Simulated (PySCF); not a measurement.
Spin states of HI⁺

Unrestricted PBE0; PySCF, spin-free X2C with a Gaussian nucleus, basis sets H x2c-SVPall, I x2c-SVPall. Outer shells of the fragments: H 1s1; I+ 4d10 5s2 5p4.

Followed along the bond (rough minima from three points):

| 2Ms+1 | unpaired | ⟨S²⟩ at the start | R at minimum (Å) | Te (eV) |
| --- | --- | --- | --- | --- |
| 2 | π ↑ | 0.75 | 1.64 | 0.00 |
| 4 | σ ↑, π ↑↑ | 3.75 | none in the scan | ≤ 4.47 |

Solutions found at the starting distance of 1.730 Å, counted from the lowest of them; the search is not exhaustive and high or unbound solutions are not listed, so other states can lie among these:

| 2Ms+1 | unpaired | term | E (eV) | ⟨S²⟩ | ⟨Lz²⟩ | μ (D) |
| --- | --- | --- | --- | --- | --- | --- |
| 2 | π ↑ | ²Π | 0.00 | 0.75 | 1.00 | -1.42 |
| 2 | σ ↑ | ²Σ⁺ | 3.44 | 0.76 | 0.00 | -2.31 |
| 4 | σ ↑, π ↑↑ | ⁴Σ⁻ | 4.92 | 3.75 | 0.00 | 0.62 |
| 2 | σ ↓, π ↑↑ | mixed | 5.31 | 1.76 | 0.00 | 0.59 |
| 2 | σ ↑, π ↑↓ | mixed | 5.53 | 1.76 | 2.01 | 0.59 |
| 4 | σ ↑↑, π ↑ | ⁴Π | 6.61 | 3.75 | 1.01 | -0.35 |

A term symbol is given only where ⟨S²⟩ and ⟨Lz²⟩ are close to those of a pure state; real π, δ and φ orbitals otherwise mix terms. A positive dipole points towards I; it is taken about the centre of mass and depends on that origin.

Spin–orbit coupling is left out. Counting both spins, an empty level lies below a filled one in some of these solutions, because spin and occupation are held.
